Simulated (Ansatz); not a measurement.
The lowest doublet and quartet of CCl (SMILES [C]Cl); geometries from B3LYP-D3(BJ)/def2-TZVP, each state relaxed from the structure named, with no frequency check.
Doublet at the quartet's geometry (charge 0, multiplicity 2):
```json
[
 {"atom": "C", "x (Å)": "0.0000", "y (Å)": "0.0000", "z (Å)": "-1.2268"},
 {"atom": "Cl", "x (Å)": "0.0000", "y (Å)": "0.0000", "z (Å)": "0.4330"}
]
```

A positive gap puts the quartet lower; no zero-point energy. U- takes an unrestricted doublet. The quartet is unrestricted in single-reference levels.

Cores are frozen in the correlated methods.

Run with Ansatz (an electronic-structure program) with Gaussian orbitals. Each number belongs to the level named beside it.

One of these levels gives -26.16 kcal/mol for the gap E(doublet) − E(quartet), vertical, at the quartet's geometry. Which?
(A) U-wB97M-V/def2-TZVPP
(B) U-HF/cc-pV(D+d)Z
(C) U-CCSD/cc-pV(Q+d)Z

B, U-HF/cc-pV(D+d)Z. The others give -59.49 (U-wB97M-V/def2-TZVPP), -52.26 (U-CCSD/cc-pV(Q+d)Z)
